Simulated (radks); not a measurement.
Question: Valence configurations of the indium ion In+ (all share [Kr]). All-electron calculation, Dirac Kohn-Sham, PBEsol, spin-unpolarised, spherical densities, point nucleus; open shells fill j = l - 1/2 first. Program: a radial shooting solver on a logarithmic mesh with Libxc functionals. Order these by energy: 4d10 5s1.5 5p0.5; 4d9 5s2 5p1; 4d8 5p4; 4d9.5 5s2 5p0.5; 4d8.5 5s2 5p1.5; 4d8 5s2 5p2; 4d9 5p3; 4d10 5s2; 4d10 5p2; 4d10 5s1 5p1.

Answer: From the lowest, in eV above it: 4d10 5s2 0.000; 4d10 5s1.5 5p0.5 3.148; 4d10 5s1 5p1 6.331; 4d9.5 5s2 5p0.5 8.993; 4d10 5p2 12.798; 4d9 5s2 5p1 18.984; 4d8.5 5s2 5p1.5 29.988; 4d9 5p3 33.644; 4d8 5s2 5p2 42.018; 4d8 5p4 58.690. NIST lists [Kr] 4d10 5s2 as the ground configuration; this level of theory agrees among the configurations tried. The energies are those of spherical spin-averaged densities, not of single terms.
